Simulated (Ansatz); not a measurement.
(1) Predict a relaxed structure of (H2In-mu-F)2 (In₂H₄F₂), charge 0, singlet, at B3LYP-D4/def2-SVP (Ansatz).

Results:

(1) 
Cartesian coordinates in Å:
```
In -0.1950 1.0928 -1.2887
H 0.0639 0.2764 -2.7714
H -0.5822 2.6338 -0.6502
F 1.2924 0.2942 0.0547
In 0.1948 -1.0923 1.2892
H -0.0674 -0.2586 2.7617
H 0.5828 -2.6407 0.6696
F -1.2893 -0.3056 -0.0649
```
Point group D2h (tolerance 0.1 Å). This is one stationary point.

In the def2 sets In takes a core potential; there is no spin–orbit coupling.
